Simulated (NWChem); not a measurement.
C2H7NSi; SMILES C/C=N\[SiH3]

```xyz
11

C      0.6644     1.9038     0.2441
C     -0.5814     1.1777    -0.2046
N     -0.7788    -0.0667    -0.3474
Si     0.2319    -1.4674    -0.1098
H      1.4901     1.2238     0.4677
H      0.9823     2.6100    -0.5346
H      0.4423     2.5039     1.1366
H     -1.4228     1.8529    -0.4336
H      0.2978    -2.1851    -1.4086
H      1.6359    -1.2384     0.3584
H     -0.4452    -2.3311     0.8912
```
Atoms are numbered in this order, from 1.

Program: NWChem. Pople sets run with spherical d functions. Structure relaxed at the B3LYP/6-31G* (spherical d) level. B3LYP is NWChem's, with the RPA form of VWN correlation. Level: B3LYP/6-31G* with SMD (1 M gas to 1 M solution), gas-phase geometry. Reactions with the solvent are ignored.

For solvent toluene:

| Property | Value |
|---|---|
| solvation free energy (kcal/mol) | -2.6 |
| cavity-dispersion-structure term (kcal/mol) | -0.7 |
| dipole in solution (D) | 2.54 |

Q: How do the values read with solvent water instead?

A: The solvation free energy (kcal/mol) is -0.3. The cavity-dispersion-structure term (kcal/mol) is 3.2. The dipole in solution (D) comes out as 2.93.
